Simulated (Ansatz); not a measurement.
The first iterations of a band of C2H10SSi2 (15 atoms, charge 0, multiplicity 1).

Computed with Ansatz 0.2.0, RKS PBE/def2-SVP.

- movable images: 7
- climbing image: yes
- spring: 2.0 to 10.0 eV/Å², energy-weighted
- optimiser: quadratic models (default)
- start path: IDPP
- force threshold: 0.03 eV/Å
- iteration limit: 60
- end points: relaxed

First end point:

```xyz
15
Properties=species:S:1:pos:R:3
C -1.526 0.786 2.135
S 0.231 0.821 1.593
Si 0.050 0.183 -0.470
C -0.511 -1.620 -0.643
Si 2.195 0.528 -1.386
H -1.540 1.151 3.180
H -1.943 -0.240 2.114
H -2.151 1.458 1.514
H -0.953 1.069 -1.174
H -0.594 -1.898 -1.715
H 0.210 -2.305 -0.155
H -1.506 -1.772 -0.175
H 2.581 1.981 -1.324
H 3.221 -0.279 -0.635
H 2.214 0.087 -2.828
```

Last end point:

```xyz
15
Properties=species:S:1:pos:R:3
C -1.500 0.459 2.248
S 0.265 0.455 1.729
Si 0.074 0.267 -0.422
C -0.625 -1.410 -0.963
Si 2.257 0.619 -1.242
H -2.060 1.283 1.764
H -1.504 0.620 3.343
H -1.994 -0.508 2.032
H -0.843 1.357 -0.932
H -0.706 -1.455 -2.069
H 0.028 -2.237 -0.621
H -1.639 -1.571 -0.543
H 2.749 1.997 -0.891
H 3.204 -0.399 -0.661
H 2.272 0.471 -2.743
```

| iteration | highest image above the first end (eV) | largest band force component (eV/Å) |
| --- | --- | --- |
| 1 | 0.155 | 0.945 |
| 2 | 0.046 | 0.423 |

Problem. Does the band converge within its limit, and where does its top end?

Solution. The forces met the threshold. It ended after 5 iterations with the highest image 0.038 eV above the first end. Another band between the same ends (7 images) ends at a top of the same energy, where a vibrational analysis finds 1 clearly imaginary mode.

The run took 44 s on 2 threads of AMD EPYC 9R45 96-Core Processor (Zen 5), with other jobs on the host, peak memory 0.2 GiB.
